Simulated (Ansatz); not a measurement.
Born–Oppenheimer molecular dynamics of ClH$_{6}$NOZn (10 atoms, charge 0, multiplicity 1). It starts at the highest image of a converged band. Of that band: A vibrational analysis at the climbing image gives one clearly imaginary mode, 53i cm⁻¹: a first-order saddle point.

Level of theory: RKS PBE-D4/def2-SVP in Ansatz.

* ensemble: NVE (velocity Verlet)
* time step: 0.5 fs
* steps asked: 200
* starting velocities drawn for: 300 K
* seed: 10432

First frame:

```xyz
10
Properties=species:S:1:pos:R:3
Zn -1.381 -0.271 -0.774
H 0.597 -1.805 -0.803
Cl -1.382 -0.306 -2.884
H 0.374 0.672 1.044
O -1.477 -0.202 1.023
H 0.819 -1.204 -0.365
N 1.296 1.059 0.771
H -2.101 0.485 1.327
H 1.269 1.264 -0.236
H 1.987 0.308 0.897
```

Question: How far do the bonds stretch over the last three quarters of this one trajectory? (Pairs bonded in most of those frames.)

Answer: 
```json
{"bond": "Zn1–Cl3", "mean (Å)": "2.105", "spread (Å)": "0.011", "shortest": "2.09", "longest": "2.13"}
{"bond": "Zn1–O5", "mean (Å)": "1.803", "spread (Å)": "0.028", "shortest": "1.75", "longest": "1.84"}
{"bond": "H2–H6", "mean (Å)": "0.771", "spread (Å)": "0.021", "shortest": "0.74", "longest": "0.80"}
{"bond": "H4–N7", "mean (Å)": "1.034", "spread (Å)": "0.016", "shortest": "1.00", "longest": "1.06"}
{"bond": "O5–H8", "mean (Å)": "0.977", "spread (Å)": "0.003", "shortest": "0.97", "longest": "0.98"}
{"bond": "N7–H9", "mean (Å)": "1.032", "spread (Å)": "0.017", "shortest": "1.00", "longest": "1.06"}
{"bond": "N7–H10", "mean (Å)": "1.029", "spread (Å)": "0.005", "shortest": "1.02", "longest": "1.04"}
```

Mean temperature of the second half: 107 K. The conserved energy stayed within 0.11 meV per atom of its start (net change 0.05 meV per atom), so the integration is sound. A run of 0.1 ps of so small a system gives no equilibrium averages. The orbitals stay closed-shell, which can raise the energy where a bond breaks towards radicals; this wasn't checked here.

Time of the run: 6.8 min on 2 threads of Arm Neoverse V1, with other jobs on the host, peak memory 0.15 GiB.
